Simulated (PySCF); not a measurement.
## [C₃H₆ClSi]+, charge +1

Geometry:
```json
{"atom": "C1", "x (Å)": "2.222", "y (Å)": "0.241", "z (Å)": "-0.450"}
{"atom": "C2", "x (Å)": "0.903", "y (Å)": "0.376", "z (Å)": "-0.683"}
{"atom": "Si3", "x (Å)": "-0.276", "y (Å)": "-0.202", "z (Å)": "0.560"}
{"atom": "C4", "x (Å)": "-2.094", "y (Å)": "0.078", "z (Å)": "0.408"}
{"atom": "Cl5", "x (Å)": "-1.851", "y (Å)": "-1.648", "z (Å)": "-0.251"}
{"atom": "H6", "x (Å)": "2.625", "y (Å)": "-0.231", "z (Å)": "0.454"}
{"atom": "H7", "x (Å)": "2.963", "y (Å)": "0.607", "z (Å)": "-1.169"}
{"atom": "H8", "x (Å)": "0.549", "y (Å)": "0.856", "z (Å)": "-1.603"}
{"atom": "H9", "x (Å)": "0.203", "y (Å)": "-0.802", "z (Å)": "1.820"}
{"atom": "H10", "x (Å)": "-2.747", "y (Å)": "0.023", "z (Å)": "1.287"}
{"atom": "H11", "x (Å)": "-2.492", "y (Å)": "0.705", "z (Å)": "-0.400"}
```

Total charge +1.

Theory: quadratic response PBE0/aug-cc-pVDZ first hyperpolarisability, Taylor convention, gas phase (PySCF 2.14.0). Geometry: PBE0-D3(BJ)/def2-SVP.

The bonding changed while the geometry was optimised; results refer to the coordinates, not to the name.

Question: Give the tensor of the static β(0;0,0) in the axes of these coordinates.

Answer: In au, Taylor convention; rows are the first index (the induced dipole):
```tsv
	xx	yy	zz	xy	xz	yz
x	-26.2	+0.3	+27.3	-16.6	-90.9	-22.9
y	-16.6	-16.3	+8.1	+0.3	-22.9	-15.9
z	-90.9	-15.9	-50.8	-22.9	+27.3	+8.1
```
Norm of βᵢ = ⅓ Σⱼ (βᵢⱼⱼ + βⱼᵢⱼ + βⱼⱼᵢ): 159.5 au, hyper-Rayleigh value 72.9 au.
